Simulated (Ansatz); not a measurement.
A run for Ansatz (a program for electronic structure): R-r2SCAN/def2-TZVPP on H2OSSi (SMILES O[Si]S), a point of a torsion scan.

Ansatz 0.2 input:
```yaml
crystal:
  periodic: [false, false, false]
  atoms:
    - {symbol: O, position_ang: [-1.13980795, 0.28016870, -0.10300098]}
    - {symbol: Si, position_ang: [-0.15619095, -0.90380990, -0.64772927]}
    - {symbol: S, position_ang: [1.49289915, -0.52522919, 0.76028900]}
    - {symbol: H, position_ang: [-2.01060357, 0.48256718, -0.43062897]}
    - {symbol: H, position_ang: [0.75260650, -0.73874241, 1.83830834]}
basis:
  gaussian:
    orbitals: def2-TZVPP
hamiltonian:
  xc: {name: r2SCAN}
scf: {lower_state_search: off}
```

The head of its log:

```
WARN ansatz: RAYON_NUM_THREADS=1 ignored (pool sized by the plan → 1); use --threads N
Functional definition: r2SCAN
these checks for a lower state are left out or cut short: stability, starts, cluster_reference, orbital_swaps, neighbouring_geometries, increment
integrals: 0.06 GiB planned
841 factors; their error is unknown
mean field: 0.42 GiB planned
mean field evaluation 1: about -20786.3370 eV, gradient 6.1e1 eV
mean field evaluation 2: about -20738.2769 eV, gradient 1.5e2 eV
```

**Question.** What total energy does the run end on?

**Answer.** -764.1091 hartree.
